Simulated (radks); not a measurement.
Species: Al VII. Configuration: [He] 2s2 2p3.

Calculated with a radial shooting solver on a logarithmic mesh with Libxc functionals: non-relativistic Kohn-Sham, r2SCAN, spin-polarised, spherical densities, point nucleus; open shells are filled with parallel spins first; meta-GGA in the generalised Kohn-Sham scheme.

Energy parts (hartree):
| part | energy |
|---|---|
| total | -223.31095 |
| kinetic | 223.11833 |
| electron-nucleus | -492.49088 |
| Hartree | 60.61360 |
| exchange-correlation | -14.55200 |

Orbitals (lengths in bohr, moments of r in powers of bohr; r(90%) holds 90 % of the orbital's charge):
orbital  occ.  eigenvalue (hartree)      <r^4>  r(90%)     <r>
1s up       1             -62.52366  0.0009873   0.215  0.1204
1s down     1             -62.24149  0.0009591   0.214  0.1198
2s up       1              -9.51609     0.2416   0.872  0.5634
2s down     1              -8.94189     0.2692   0.896  0.5774
2p up       3              -8.23205     0.2023   0.833  0.5096
2p down     0              -7.56334     0.2386   0.869  0.5287

The highest occupied level is 2p up at -224.01 eV. The electron density at the nucleus is 1421 e/bohr^3.
